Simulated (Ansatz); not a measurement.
The first iterations of a band of CH$_{8}$GeOSn (12 atoms, charge 0, multiplicity 1).

Level of theory: Ansatz 0.2.0, RKS B3LYP-D4/def2-SVP.

```yaml
movable_images: 5
climbing_image: from the first iteration
spring: 5.0 eV/Å²
optimiser: fire
start_path: through a guess of the saddle point
force_threshold: 0.05 eV/Å
iteration_limit: 60
end_points: relaxed
```

Image 0:

```xyz
12
Properties=species:S:1:pos:R:3
C 0.218 2.218 0.124
Ge -0.821 0.553 -0.087
Sn 0.751 -1.558 -0.093
O -0.322 -3.241 -0.335
H -0.462 3.084 0.127
H 0.777 2.206 1.071
H 0.931 2.334 -0.706
H -1.835 0.426 1.075
H -1.623 0.598 -1.409
H 1.806 -1.630 -1.449
H 1.663 -1.706 1.373
H -1.005 -3.339 0.343
```

Image 6:

```xyz
12
Properties=species:S:1:pos:R:3
C 0.254 2.249 0.066
Ge -0.871 0.629 -0.020
Sn 0.612 -1.529 0.017
O -0.715 -3.031 -0.149
H -0.381 3.147 0.042
H 0.842 2.260 0.996
H 0.945 2.283 -0.789
H -1.840 0.599 1.183
H -1.705 0.640 -1.320
H 1.722 -1.642 -1.308
H 1.500 -1.761 1.487
H -0.285 -3.897 -0.172
```

| iteration | highest image above the first end (eV) | largest band force component (eV/Å) |
| --- | --- | --- |
| 1 | 11.832 | 77.787 |
| 2 | 0.733 | 8.989 |
| 3 | 0.446 | 5.401 |
| 4 | 0.271 | 4.365 |
| 5 | 0.138 | 1.998 |
| 6 | 0.129 | 2.312 |
| 7 | 0.117 | 2.126 |
| 8 | 0.115 | 1.662 |
| 9 | 0.113 | 1.086 |
| 10 | 0.110 | 0.553 |
| 11 | 0.106 | 0.817 |
| 12 | 0.106 | 0.809 |
| 13 | 0.105 | 0.794 |
| 14 | 0.105 | 0.770 |
| 15 | 0.104 | 0.741 |
| 16 | 0.104 | 0.705 |

**Question.** Does the band converge within its limit, and where does its top end?

**Answer.** The forces met the threshold. It ended after 50 iterations with the highest image 0.021 eV above the first end. Beside the main top the profile has a ripple of under 15 meV (maxima at images 2, 5), which may be a very shallow well or noise. The order of the stationary point at the top wasn't checked.

Run time: 11 min on 2 threads of Intel(R) Xeon(R) Platinum 8488C (Sapphire Rapids) (shared host), peak memory 0.37 GiB.
